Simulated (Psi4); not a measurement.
C5H9O (SMILES [CH2]CCC(C)=O), doublet, geometry from GFN2-xTB; PBE0/STO-3G in Psi4.

Input for Psi4:
```
memory 2 GB

molecule {
0 2
C     2.64543748   -0.54977576   -0.15717176
C     1.32187780   -0.05305792   -0.53840797
C     0.30776423   -0.21962833    0.64276578
C    -1.03059009    0.32933299    0.21264321
C    -1.97303878   -0.69254551   -0.37020000
O    -1.30379412    1.50048409    0.30066287
H     3.30631639    0.06327695    0.42450348
H     2.89674422   -1.58530958   -0.28357437
H     0.93332272   -0.60373684   -1.39805257
H     1.35635955    1.01146063   -0.78073310
H     0.23658143   -1.27376742    0.90788636
H     0.68066251    0.35149472    1.49316681
H    -2.83030453   -0.20216272   -0.82332323
H    -1.45897857   -1.30205914   -1.10951311
H    -2.31905440   -1.34902235    0.42656111
}

set {
  basis sto-3g
  reference uks
  scf_type pk
  puream true
  d_convergence 1e-8
  dft_radial_points 99
  dft_spherical_points 590
}

energy('pbe0')
print_variables()
```

Output, abridged:

```
   => Loading Basis Set <=

    Name: STO-3G
    Role: ORBITAL
    Keyword: BASIS

         ---------------------------------------------------------
                                   SCF
               by Justin Turney, Rob Parrish, Andy Simmonett
                          and Daniel G. A. Smith
                              UKS Reference
         ---------------------------------------------------------

  ==> Geometry <==

    Molecular point group: c1
    Full point group: C1

    Geometry (in Angstrom), charge = 0, multiplicity = 2:

       Center              X                  Y                   Z               Mass
    ------------   -----------------  -----------------  -----------------  -----------------
         C            2.678037075060    -0.606719419528    -0.170486287504    12.000000000000
         C            1.354477395060    -0.110001579528    -0.551722497504    12.000000000000
         C            0.340363825060    -0.276571989528     0.629451252496    12.000000000000
         C           -0.997990494940     0.272389330472     0.199328682496    12.000000000000
         C           -1.940439184940    -0.749489169528    -0.383514527504    12.000000000000
         O           -1.271194524940     1.443540430472     0.287348342496    15.994914619570
         H            3.338915985060     0.006333290472     0.411188952496     1.007825032230
         H            2.929343815060    -1.642253239528    -0.296888897504     1.007825032230
         H            0.965922315060    -0.660680499528    -1.411367097504     1.007825032230
         H            1.388959145060     0.954516970472    -0.794047627504     1.007825032230
         H            0.269181025060    -1.330711079528     0.894571832496     1.007825032230
         H            0.713262105060     0.294551060472     1.479852282496     1.007825032230
         H           -2.797704934940    -0.259106379528    -0.836637757504     1.007825032230
         H           -1.426378974940    -1.359002799528    -1.122827637504     1.007825032230
         H           -2.286454804940    -1.405966009528     0.413246582496     1.007825032230

  Running in c1 symmetry.

  Rotational constants: A =      0.24416  B =      0.06596  C =      0.05797 [cm^-1]
  Rotational constants: A =   7319.80300  B =   1977.56011  C =   1737.81588 [MHz]
  Nuclear repulsion =  228.851347675885961

  Charge       = 0
  Multiplicity = 2
  Electrons    = 47
  Nalpha       = 24
  Nbeta        = 23

  ==> Algorithm <==

  SCF Algorithm Type is PK.
  DIIS enabled.
  MOM disabled.
  Fractional occupation disabled.
  Guess Type is SAD.
  Energy threshold   = 1.00e-06
  Density threshold  = 1.00e-08
  Integral threshold = 1.00e-12

  ==> Primary Basis <==

  Basis Set: STO-3G
    Blend: STO-3G
    Number of shells: 27
    Number of basis functions: 39
    Number of Cartesian functions: 39
    Spherical Harmonics?: true
    Max angular momentum: 1

  ==> DFT Potential <==

   => LibXC <=

    Version 7.1.2
    S. Lehtola, C. Steigemann, M. J. T. Oliveira, and M. A. L. Marques,  SoftwareX 7, 1–5 (2018) (10.1016/j.softx.2017.11.002)

   => Composite Functional: PBE0 <=

    PBE0 Hyb-GGA Exchange-Correlation Functional

    C. Adamo and V. Barone,  J. Chem. Phys. 110, 6158 (1999) (10.1063/1.478522)
    M. Ernzerhof and G. E. Scuseria,  J. Chem. Phys. 110, 5029 (1999) (10.1063/1.478401)

    Deriv               =              1
    GGA                 =           TRUE
    Meta                =          FALSE

    Exchange Hybrid     =           TRUE
    MP2 Hybrid          =          FALSE

   => Exchange Functionals <=

    0.7500   Perdew, Burke & Ernzerhof

   => Exact (HF) Exchange <=

    0.2500               HF

   => Correlation Functionals <=

    1.0000   Perdew, Burke & Ernzerhof

   => LibXC Density Thresholds  <==

    XC_HYB_GGA_XC_PBEH:  1.00E-15

   => Molecular Quadrature <=

    Radial Scheme          =       TREUTLER
    Pruning Scheme         =           NONE
    Nuclear Scheme         =       TREUTLER

    Blocking Scheme        =         OCTREE
    BS radius alpha        =              1
    Pruning alpha          =              1
    Radial Points          =             99
    Spherical Points       =            590
    Total Points           =         811100
    Total Blocks           =           5642
    Max Points             =            256
    Max Functions          =             37
    Weights Tolerance      =       1.00E-15

  ==> Integral Setup <==

  Using in-core PK algorithm.
   Calculation information:
      Number of atoms:                  15
      Number of AO shells:              27
      Number of primitives:             81
      Number of atomic orbitals:        39
      Number of basis functions:        39

      Integral cutoff                 1.00e-12
      Number of threads:                 1

  Performing in-core PK
  Using 609180 doubles for integral storage.
  We computed 66418 shell quartets total.
  Whereas there are 71631 unique shell quartets.

  ==> DiskJK: Disk-Based J/K Matrices <==

    J tasked:                  Yes
    K tasked:                  Yes
    wK tasked:                  No
    Schwarz Cutoff:          1E-12

  Minimum eigenvalue in the overlap matrix is 2.0067924408E-01.
  Reciprocal condition number of the overlap matrix is 7.9197878115E-02.
    Using symmetric orthogonalization.

  ==> Pre-Iterations <==

  SCF Guess: Superposition of Atomic Densities via on-the-fly atomic UHF (no occupation information).

   -------------------------
    Irrep   Nso     Nmo
   -------------------------
     A         39      39
   -------------------------
    Total      39      39
   -------------------------

  ==> Iterations <==

                        Total Energy        Delta E     RMS |[F,P]|

   @UKS iter SAD:  -264.23937681406517   -2.64239e+02   0.00000e+00
   @UKS iter   1:  -267.30639657881528   -3.06702e+00   9.55709e-03 DIIS/ADIIS
   @UKS iter   2:  -267.06817577986806    2.38221e-01   2.02305e-02 DIIS/ADIIS
   @UKS iter   3:  -267.39652057698135   -3.28345e-01   1.42542e-03 DIIS/ADIIS
   @UKS iter   4:  -267.39821915624833   -1.69858e-03   3.60336e-04 DIIS/ADIIS
   @UKS iter   5:  -267.39836655257989   -1.47396e-04   7.73249e-05 DIIS
   @UKS iter   6:  -267.39837641232992   -9.85975e-06   3.42010e-05 DIIS
   @UKS iter   7:  -267.39837797164876   -1.55932e-06   7.72925e-06 DIIS
   @UKS iter   8:  -267.39837810692882   -1.35280e-07   3.05601e-06 DIIS
   @UKS iter   9:  -267.39837813336760   -2.64388e-08   1.41861e-06 DIIS
   @UKS iter  10:  -267.39837814716924   -1.38016e-08   8.27331e-07 DIIS
   @UKS iter  11:  -267.39837815133018   -4.16094e-09   3.19117e-07 DIIS
   @UKS iter  12:  -267.39837815200457   -6.74390e-10   9.74869e-08 DIIS
   @UKS iter  13:  -267.39837815206738   -6.28120e-11   4.64391e-08 DIIS
   @UKS iter  14:  -267.39837815207756   -1.01750e-11   2.68380e-08 DIIS
   @UKS iter  15:  -267.39837815208199   -4.43379e-12   1.02784e-08 DIIS
   @UKS iter  16:  -267.39837815208318   -1.19371e-12   2.22953e-09 DIIS
  Energy and wave function converged.

  ==> Post-Iterations <==

   Electrons on quadrature grid:
      Nalpha   =   24.0000056828 ; deviation = 5.683e-06
      Nbeta    =   23.0000056462 ; deviation = 5.646e-06
      Ntotal   =   47.0000113291 ; deviation = 1.133e-05

   @Spin Contamination Metric:   4.981699871E-03
   @S^2 Expected:                7.500000000E-01
   @S^2 Observed:                7.549816999E-01
   @S   Expected:                5.000000000E-01
   @S   Observed:                5.000000000E-01

    Orbital Energies [Eh]
    ---------------------

    Alpha Occupied:

[...]
    Alpha Virtual:

[...]
    Beta Occupied:

[...]
    Beta Virtual:

[...]
      39A      0.744677

    Final Occupation by Irrep:
              A
    DOCC [    23 ]
    SOCC [     1 ]
    NA   [    24 ]
    NB   [    23 ]

  @UKS Final Energy:  -267.39837815208318

   => Energetics <=

    Nuclear Repulsion Energy =            228.8513476758859611
    One-Electron Energy =                -816.5545946622489737
    Two-Electron Energy =                 349.8205333434923432
    DFT Exchange-Correlation Energy =     -29.5156645092125736
    Empirical Dispersion Energy =           0.0000000000000000
    VV10 Nonlocal Energy =                  0.0000000000000000
    Total Energy =                       -267.3983781520831826

  UHF NO Occupations:
  HONO-2 :   22  A 1.9995999
  HONO-1 :   23  A 1.9986899
  HONO-0 :   24  A 1.0000000
  LUNO+0 :   25  A 0.0013101
  LUNO+1 :   26  A 0.0004001
  LUNO+2 :   27  A 0.0003667
  LUNO+3 :   28  A 0.0003175

Computation Completed

Properties will be evaluated at   0.000000,   0.000000,   0.000000 [a0]

Properties computed using the SCF density matrix

 Multipole Moments:

 ------------------------------------------------------------------------------------
     Multipole            Electronic (a.u.)      Nuclear  (a.u.)        Total (a.u.)
 ------------------------------------------------------------------------------------

 L = 1.  Multiply by 2.5417464519 to convert [e a0] to [Debye]
 Dipole X            :         -2.7590897            2.8954028            0.1363131
 Dipole Y            :          4.4093199           -5.0575727           -0.6482528
 Dipole Z            :          1.1424609           -1.1825583           -0.0400973
 Magnitude           :                                                    0.6636421

 ------------------------------------------------------------------------------------

  Variable Map:
  ----------------------------------------------------------------------------
[...]
  Array Variable Map:
  ----------------------------------------------------------------------------
[...]
[...]
```
